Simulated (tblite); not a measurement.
Parent: `[CH2:1]=[C:2]([CH3:3])[SiH2:4][CH2:5][F:6]` with C1–C2–Si4–C5 120°, C2–Si4–C5–F6 67°, C4H9FSi.

Structures optimised with GFN2-xTB, isolated species. One conformer each, not checked by frequencies here.

```json
{"coordinate of the parent": "C1=C2", "value": "1.328 Å"}
{"coordinate of the parent": "C2–C3", "value": "1.500 Å"}
{"coordinate of the parent": "C2–Si4", "value": "1.890 Å"}
{"coordinate of the parent": "Si4–C5", "value": "1.925 Å"}
{"coordinate of the parent": "C5–F6", "value": "1.383 Å"}
{"coordinate of the parent": "C1–C2–C3", "value": "121.2°"}
{"coordinate of the parent": "C1–C2–Si4", "value": "122.0°"}
{"coordinate of the parent": "C3–C2–Si4", "value": "116.8°"}
{"coordinate of the parent": "C2–Si4–C5", "value": "108.9°"}
{"coordinate of the parent": "Si4–C5–F6", "value": "110.5°"}
```

Q: How does the shared frame change in `[CH2:1]=[C:2]([CH3:3])[SiH2:4][C@H:5]([F:6])[C:7]([F:8])([F:9])[F:10]` with C1–C2–Si4–C5 -115°, C2–Si4–C5–F6 -63°, C5H8F4Si? Atoms pair as C1 = C1, C2 = C2, C3 = C3, Si4 = Si4, C5 = C5, F6 = F6 (parent first).

A: 
```
   parent   relative  value in the relative  change
    C1=C2      C1=C2                1.328 Å   0.000
    C2–C3      C2–C3                1.500 Å   0.000
   C2–Si4     C2–Si4                1.887 Å  -0.003
   Si4–C5     Si4–C5                1.941 Å  +0.016
    C5–F6      C5–F6                1.379 Å  -0.004
 C1–C2–C3   C1–C2–C3                 121.4°    +0.2
C1–C2–Si4  C1–C2–Si4                 121.7°    -0.3
C3–C2–Si4  C3–C2–Si4                 116.9°    +0.1
C2–Si4–C5  C2–Si4–C5                 106.2°    -2.7
Si4–C5–F6  Si4–C5–F6                 110.3°    -0.2
```

Of the parent's bonds, Si4–C5 changes most (+0.016 Å). Bonds of the relative outside the shared frame: C5–C7 1.510, C7–F8 1.339, C7–F9 1.339, C7–F10 1.346 Å. Point group C1 → C1.

All values are computed, not measured.
